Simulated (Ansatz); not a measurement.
Basis sets compared for Ge(OH)4 (GeO₄H₄). The state is a singlet with charge 0. Geometry PBE-D4/def2-SVP. Ansatz on 4 threads of Intel Xeon on a shared host; times are rough, and most runs start from earlier orbitals.

```xyz
9

Ge    0.000    0.000    0.000
O    -1.041    1.128    0.901
H    -1.935    0.746    0.991
O     1.295    0.997   -0.706
H     0.950    1.888   -0.905
O    -1.077   -0.854   -1.131
H    -0.680   -1.712   -1.375
O     0.823   -1.270    0.936
H     1.665   -0.923    1.288
```

The 6-31G sets use Cartesian d functions.

Binding counts from free atoms (Ge triplet, O triplet, H doublet) in the same basis, without a counterpoise term.

```csv
level,functions,energy (Eh),HOMO (eV),LUMO (eV),binding per atom (eV),wall time
HF/STO-3G,42,-2349.4944,-9.13,9.86,2.34,0.3 s
HF/6-31G,73,-2376.7904,-13.94,2.79,2.08,0.55 s
HF/def2-TZVP,196,-2377.4061,-13.83,2.73,2.49,1.8 s
PBE-D4/def2-SVP,108,-2379.2874,-7.01,-1.07,3.91,0.75 s
PBE-D4/def2-TZVP,196,-2379.9393,-7.43,-1.50,3.93,1.5 s
r2SCAN-D4/def2-TZVP (with forces),196,-2380.4133,-7.86,-1.03,3.86,3 s
PBE0-D4/def2-SVP,108,-2379.3369,-8.93,-0.08,3.75,1.7 s
PBE0-D4/def2-TZVP,196,-2379.9854,-9.24,-0.51,3.78,2.6 s
```

(1) Estimate the rows for PBE-D4/def2-TZVPD, r2SCAN-D4/def2-TZVPD, PBE0-D4/def2-TZVPD.

Results:

(1) 
```
               level  functions  energy (Eh)  HOMO (eV)  LUMO (eV)  binding per atom (eV)  wall time
   PBE-D4/def2-TZVPD        250   -2379.9459      -7.58      -1.87                   3.94      3.1 s
r2SCAN-D4/def2-TZVPD        250   -2380.4182      -7.96      -1.36                   3.86      4.3 s
  PBE0-D4/def2-TZVPD        250   -2379.9906      -9.34      -1.00                   3.79      4.1 s
```
